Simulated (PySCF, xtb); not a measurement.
Si(F)2(OH)(SH) (F2H2OSSi), SMILES O[Si](F)(F)S. One conformer was computed; it need not be the lowest.

Harmonic wavenumbers (cm⁻¹) from xtb with GFN2-xTB at its own minimum, in rising order: 59, 150, 165, 225, 258, 265, 297, 536, 750, 782, 859, 882, 999, 2456, 3628.

Task: What does PBE0-D3(BJ)/def2-SVP run with PySCF give at its own minimum? (An estimate is asked for; the answer gives what the named calculation found.)

Result: 106, 178, 213, 250, 324, 329, 344, 547, 741, 779, 886, 960, 1011, 2719, 3920. Paired by order, the mean absolute difference is 68 cm⁻¹ and the zero-point energies are 17.6 and 19.0 kcal/mol.
